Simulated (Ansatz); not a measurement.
CH₄FGaS, SMILES `[F][GaH][CH2]S`. Charge 0, multiplicity 1.

```json
{"atom": "F1", "x (Å)": "0.981", "y (Å)": "1.855", "z (Å)": "-1.458"}
{"atom": "Ga2", "x (Å)": "0.599", "y (Å)": "1.027", "z (Å)": "0.050"}
{"atom": "C3", "x (Å)": "0.244", "y (Å)": "-0.881", "z (Å)": "-0.176"}
{"atom": "S4", "x (Å)": "-1.577", "y (Å)": "-0.670", "z (Å)": "-0.211"}
{"atom": "H5", "x (Å)": "0.433", "y (Å)": "1.925", "z (Å)": "1.307"}
{"atom": "H6", "x (Å)": "0.545", "y (Å)": "-1.618", "z (Å)": "0.564"}
{"atom": "H7", "x (Å)": "0.518", "y (Å)": "-1.224", "z (Å)": "-1.173"}
{"atom": "H8", "x (Å)": "-1.744", "y (Å)": "-0.414", "z (Å)": "1.098"}
```

Question: What are the harmonic wavenumbers in cm⁻¹ at PBE0-D4/def2-TZVP (Ansatz, finite differences of forces, unscaled)? (Estimate.)

Answer: Ansatz gave: 63, 121, 169, 274, 464, 567, 611, 655, 673, 705, 870, 1075, 1133, 1412, 2026, 2701, 3114, 3189.

Question: Is this a minimum?

Answer: Yes, all 18 modes are real.

Question: Give the ideal-gas thermochemistry at 298.15 K and 1 bar (rigid rotor, harmonic oscillator; point group C1, symmetry number 1).

Answer: Zero-point energy 118.6 kJ/mol; H(298) − E = 138.0 kJ/mol; entropy 342.9 J/(mol·K), of which translation 170.2, rotation 112.2, vibration 60.5; G(298) − E = 35.8 kJ/mol. Modes under 100 cm⁻¹ are hindered rotations or soft bends, so the harmonic entropy is rough.

Question: And at 400, 500, 600, 800 and 1000 K?

Answer: 
```
T (K)  H − E (kJ/mol)  S (J/mol/K)  G − E (kJ/mol)
  400           148.5        373.0            -0.7
  500           160.1        398.8           -39.3
  600           172.6        421.6           -80.3
  800           199.8        460.6          -168.7
 1000           229.0        493.2          -264.1
```
